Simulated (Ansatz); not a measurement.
**Stretch profile**

AlH$_{3}$Se (SMILES [AlH2][SeH]), closed shell, at its PBE0-D4/def2-TZVP minimum:

Al1  (-0.435, -0.531, 0.167)
Se2  (0.870, 1.347, 0.523)
H3  (-1.237, -1.073, 1.415)
H4  (-0.474, -1.181, -1.273)
H5  (1.326, 1.364, -0.874)
(Å)

The bond length Al1–Se2 (2.314 Å at the minimum) is set to the values below, the two halves moving rigidly along the bond. Each method's energies count from its own value at the PBE0-D4 minimum structure. Ansatz 0.2.0; basis: def2-TZVPP; cores frozen in the correlated methods. Filled d shells of the heavier atoms are correlated. The def2 sets are not built for correlating such inner shells, so the correlated values are less sure here. B3LYP uses VWN-RPA correlation.

CCSD(T) energies along the scan:
| bond length (Å) | CCSD(T) (kcal/mol) |
| --- | --- |
| 1.898 | 45.00 |
| 1.995 | 23.06 |
| 2.138 | 5.84 |
| 2.305 | 0.02 |
| 2.490 | 3.44 |
| 2.689 | 12.69 |
| 2.901 | 24.95 |
| 3.123 | 38.06 |
| 3.356 | 50.80 |
They count from the CCSD(T) energy at the PBE0-D4 minimum.

Minimum and curvature along this coordinate at CCSD(T): A fifth-order fit through the nearest points gives 2.317 Å, with a curvature of about 12 eV/Å².

Problem. Treat the two halves as rigid bodies and work out the harmonic wavenumber of this stretch from that curvature (ν̃ = 521.5 √(k/μ) cm⁻¹ with k in eV/Å² and μ in u).

Solution. The halves weigh 29.00 and 79.97 u, so μ = 29.00 × 79.97/108.97 = 21.282 u and ν̃ = 521.5 √(12/21.282) ≈ 390 cm⁻¹. A true normal mode mixes in other motions, so this is a guide only.

Largest difference from the CCSD(T) curve over the scan: PBE-D4 5.65; r2SCAN-D4 1.90; PBE0-D4 1.99; B3LYP-D4 4.25 kcal/mol. Each curve counts from its own value at the minimum.

The T1 diagnostic stays at or below 0.014. The restricted Hartree–Fock reference is unstable towards an unrestricted one here.

For scale, one of the runs: CCSD(T)/def2-TZVPP, 132 basis functions (an equivalent command: `ansatz run in.yaml --threads 2`). Time: 11 s of wall clock on 2 CPU threads; the host was shared. Peak host memory: 0.63 GiB.
